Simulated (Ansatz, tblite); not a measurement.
Cost and result up the ladder for Al9Sb8Cl3 (20 atoms). Charge 0, multiplicity 1. Geometry: PBE-D4/def2-SVP.

```xyz
20

Sb   -3.4635    3.5578   -1.1212
Sb   -3.4304    0.4277   -0.7071
Sb    4.4160   -0.6686    0.0287
Sb    0.5080   -2.2855   -0.8150
Sb    0.8181    2.3578    0.0510
Sb   -2.0757    1.9841    3.5781
Sb    1.2846   -1.0629    3.6285
Sb   -3.0672   -2.6402    1.6049
Al   -1.2744    2.2457   -1.7119
Al    2.0209    0.2555   -1.0109
Al   -0.8188   -0.0472   -0.1430
Al   -2.5605    2.5817    1.0919
Al   -2.7011   -0.0992    1.9762
Al    3.1179   -2.0611   -1.8204
Al    2.2600   -1.5342    1.2403
Al   -0.5796   -1.9600    1.9061
Al   -0.0074    0.8525    2.2352
Cl   -0.5583    1.9556   -3.7079
Cl    2.4644   -0.1674   -3.2371
Cl    3.6468   -3.6920   -3.0665
```

Ansatz on 2 threads of AMD EPYC 7R13 on a shared host and a share (18 GiB) of an NVIDIA H100 80GB HBM3; xTB runs through tblite on one thread. Times are rough, summed over both states, and most runs start from the orbitals of an earlier one. No level here is sound enough to serve as a yardstick. The other state is a triplet.

In the def2 sets Sb takes a core potential; there is no spin–orbit coupling. The xTB rows come from tblite. Single mean-field runs in def2-SVP are fitted with def2-universal-jkfit.

xTB has no spin-polarisation term.

| level | functions | wall time | vertical triplet (eV) | remarks |
| --- | --- | --- | --- | --- |
| GFN1-xTB | 180 | 0.48 s | 0.58 | – |
| GFN2-xTB | 180 | 1.1 s | 0.65 | – |
| PBE-D4/def2-SVP | 424 | 8.8 s | 0.86 | – |
| PBE0-D4/def2-SVP (with forces) | 424 | 19 s | 0.86 | restricted SCF unstable in HF (singlet) |
